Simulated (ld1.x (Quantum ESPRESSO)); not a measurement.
**Reading a pseudo-wave (V (Z = 23))**

Columns: radius, all-electron u(r) and pseudo u(r) of the 3p shell (level -44.04 eV) of vanadium in the configuration [Ne] 3s2 3p6 3d3 4s2 4p0; PBE, scalar-relativistic, TM semilocal scheme, ld1.x (Quantum ESPRESSO) 7.5.

```csv
r (bohr),all-electron,pseudo
0.120,0.4974,-0.0572
0.240,0.4201,-0.2157
0.360,-0.0514,-0.4389
0.480,-0.5206,-0.6763
0.600,-0.8469,-0.8775
0.720,-1.0188,-1.0077
0.840,-1.0691,-1.0558
0.960,-1.0384,-1.0322
1.080,-0.9610,-0.9596
1.200,-0.8610,-0.8610
1.320,-0.7543,-0.7544
1.440,-0.6502,-0.6502
1.560,-0.5538,-0.5538
1.680,-0.4674,-0.4674
1.800,-0.3917,-0.3917
1.920,-0.3265,-0.3265
2.040,-0.2710,-0.2710
2.160,-0.2242,-0.2242
2.280,-0.1850,-0.1850
2.400,-0.1523,-0.1523
2.520,-0.1252,-0.1252
2.640,-0.1027,-0.1027
2.760,-0.0841,-0.0841
2.880,-0.0689,-0.0689
3.000,-0.0563,-0.0563
3.120,-0.0460,-0.0460
```

Question: How many radial nodes do the two functions have?

Answer: The all-electron 3p function has n − l − 1 = 1; the pseudo-wave has 0, since the states of the same l below it are removed with the core.

Question: At about which radius was the pseudo-wave matched?

Answer: 1.55 bohr. The columns agree to 0.0005 from 1.20 bohr on; several derivatives are matched, so the curves merge somewhat inside the radius.

Question: Where does each function peak?

Answer: Outermost all-electron maximum near 0.84 bohr, pseudo maximum near 0.84 bohr (to the table’s step).

Question: Is the pseudo-wave norm-conserving?

Answer: Yes: the TM semilocal scheme keeps the norm inside the radius equal to the all-electron one, which fixes the energy derivative of the logarithmic derivative at the level.
